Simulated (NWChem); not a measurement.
CF3O2S, doublet; SMILES FC([S](=O)=O)(F)F

```xyz
7

O     -1.3006    -1.4808     0.2026
S      0.0003    -1.0095    -0.3304
O      1.3000    -1.4811     0.2052
C      0.0001     0.8867     0.0161
F     -0.0018     1.1034     1.3243
F      1.0906     1.4042    -0.5351
F     -1.0885     1.4045    -0.5384
```
Atoms are numbered in this order, from 1.

All runs: NWChem. Spin-unrestricted. All runs use the structure optimised with B3LYP/6-31G* (spherical d), spin-unrestricted. Not confirmed as a minimum by frequencies. No stability test was run on the SCF state. Fermi-contact couplings, non-relativistic, static geometry.

Task: Estimate the computed values for B3LYP/pcJ-1. Quantities: A(iso) 33S atom 2 (MHz); A(iso) 17O atom 3 (MHz); A(iso) 13C atom 4 (MHz); A(iso) 19F atom 5 (MHz); A(iso) 19F atom 7 (MHz); <S²>.

Result: 
```
Property                 Value
-----------------------  -----
A(iso) 33S atom 2 (MHz)    181
A(iso) 17O atom 3 (MHz)  -13.1
A(iso) 13C atom 4 (MHz)    196
A(iso) 19F atom 5 (MHz)   74.8
A(iso) 19F atom 7 (MHz)   24.1
<S²>                     0.756
```
